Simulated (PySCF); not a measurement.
Compound: C₆H₁₁B.
SMILES: `C=C/C=C\B(C)C`

Torsions of this conformer, `[CH2:1]=[CH:2]/[CH:3]=[CH:4]\[B:5]([CH3:6])[CH3:7]`: C1–C2–C3–C4 179°, C3–C4–B5–C6 -23°.

The closed-shell ground state was solved at several levels (PySCF, density fitting, gas phase, non-relativistic). Geometry: PBE0-D3(BJ)/def2-SVP, one conformer, isolated molecule.

```json
{"level": "PBE0/pcSseg-1", "basis functions": "174", "HOMO (eV)": "-6.89", "LUMO (eV)": "-1.76", "gap (eV)": "5.13", "dipole (D)": "0.63"}
{"level": "B3LYP/pcJ-1", "basis functions": "299", "HOMO (eV)": "-6.66", "LUMO (eV)": "-1.91", "gap (eV)": "4.75", "dipole (D)": "0.67"}
```

Q: Estimate the row for wB97X-D/def2-SVPD, a basis of 228 functions; the other rows only guide the guess.

A: HOMO -8.62 eV, LUMO -0.02 eV, gap 8.60 eV, dipole 0.56 D.

Q: Over all these levels, which gives the widest orbital gap and which the narrowest?

A: wB97X-D/def2-SVPD (range-separated hybrid) has the widest, 8.60 eV, and B3LYP/pcJ-1 (global hybrid, 20 % exact exchange) the narrowest, 4.75 eV. Functional and basis both differ between the two, so the spread mixes both effects.

Q: How far do the dipole and the HOMO energy spread over the levels?

A: The dipole runs from 0.56 to 0.67 D (mean 0.62 D) and the HOMO from -8.62 to -6.66 eV.
